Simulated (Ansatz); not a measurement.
A made-up structure of CH$_{2}$SZn, closed shell:

S1  (-1.340, -0.947, -1.034)
C2  (-0.339, -0.736, 0.224)
Zn3  (0.650, 0.926, 0.046)
H4  (-0.893, -2.172, -1.421)
H5  (1.348, 2.260, -0.237)
(Å)

It is relaxed with PBE-D4/def2-SVP and then PBE0-D4/def2-TZVP (Ansatz 0.2.0). Atoms count as bonded within 1.22 times the sum of their covalent radii (H–H: 0.88 Å). The end point is not checked to be a true minimum.

Q: Does its bonding change? (Judge from chemistry; the calculation decides.)

A: The calculation gives: No: no bond forms or breaks.

Where it ends: The first stage lowers the energy by 0.80 eV in 8 steps. It ends as CH₂SZn ([SH][C][ZnH]):
```
5
angstrom
S -1.1068 -1.1247 -1.3346
C -0.0994 -0.6470 -0.1887
Zn 0.6601 1.1077 -0.0707
H -1.3976 -2.4461 -1.0326
H 1.3697 2.4410 0.2034
```

Labels in which every atom is bracketed show which atoms are joined, not bond orders.

For scale, one of the runs: PBE0-D4/def2-TZVP relaxation, 128 basis functions, launched by `ansatz run in.yaml --threads 2 --pin off --events-out ev --progress --plain --max-ram 4352MiB`. The run took about 20 s on 2 CPU threads of an Arm Neoverse V1 (shared host).
